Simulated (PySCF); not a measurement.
## [Dy(NH3)3]3+ relaxed at several levels

Computed with PySCF 2.14.0, def2-SVP on the ligands, density fitting, scalar-relativistic core potentials, no spin-orbit coupling, vacuum. Each row is relaxed at its own level from the same template. Distances are means of the shortest metal–ligand contacts, charges and spins Mulliken's; removal energies are rigid, with the ligand's formal charge and no counterpoise, so too large; for an anion taken off a cation in vacuum most of it is the attraction of opposite charges, and multiply charged cations can part far more cheaply with an electron moved from ligand to metal. lcecp potentials hold a fixed number of 4f electrons in the core, out of states, spins and gaps.

```
level      basis on the metal  point group  M–NH3 (Å)  charge on M (e)  removal of one NH3 (eV)  unstable modes (below −25 cm⁻¹)
B3LYP  lcecp-1-SVP with ECP55           C3      2.411             1.77                     4.08                         3 (soft)
 PBE0  lcecp-1-SVP with ECP55           C3      2.395             1.81                     4.11                         3 (soft)
```

**Question.** What does the calculation give for PBE, lcecp-1-SVP with ECP55?

**Answer.** point group: C3, M–NH3 (Å): 2.402, charge on M (e): 1.68, removal of one NH3 (eV): 4.16, unstable modes (below −25 cm⁻¹): 3 (soft).
```xyz
13

Dy    0.0000    0.0000    0.7718
N     2.2657   -0.0016   -0.0263
H     2.9800   -0.3037    0.6778
H     2.4748   -0.6224   -0.8421
H     2.6352    0.9251   -0.3414
N    -1.1315    1.9629   -0.0263
H    -1.2270    2.7327    0.6778
H    -0.6984    2.4545   -0.8421
H    -2.1188    1.8196   -0.3414
N    -1.1342   -1.9613   -0.0263
H    -1.7530   -2.4289    0.6778
H    -1.7764   -1.8321   -0.8421
H    -0.5164   -2.7447   -0.3414
```

Members with unstable modes aren't minima as they stand: saddle points kept by symmetry or, where the modes are soft, flat surfaces and noise. Moved off a saddle point of the template and relaxed again: B3LYP, PBE, PBE0. One start shape was tried for each, so a minimum needn't be the lowest isomer.
